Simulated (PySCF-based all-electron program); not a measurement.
Bond force of SbAs, singlet

All-electron Kohn–Sham DFT on the free molecule, computed near the basis limit with an in-house program on PySCF integrals; Koelling–Harmon scalar relativity, no spin–orbit coupling, spin-restricted. Forces are good to about 0.002 eV/Å. In part, the state lies near an instability. A positive force pushes the atoms apart.

```csv
r (Å),PBE (eV/Å)
1.888,21.136
2.006,11.768
2.124,5.599
2.360,-0.947
2.596,?
```

(1) Fill in the missing PBE forces.

(2) Between which listed lengths does the PBE force vanish, and at which of the two is it smaller?

## Answers

(1) 2.596 Å: -3.393 eV/Å.

(2) Between 2.124 and 2.360 Å. The force is smaller at 2.360 Å.
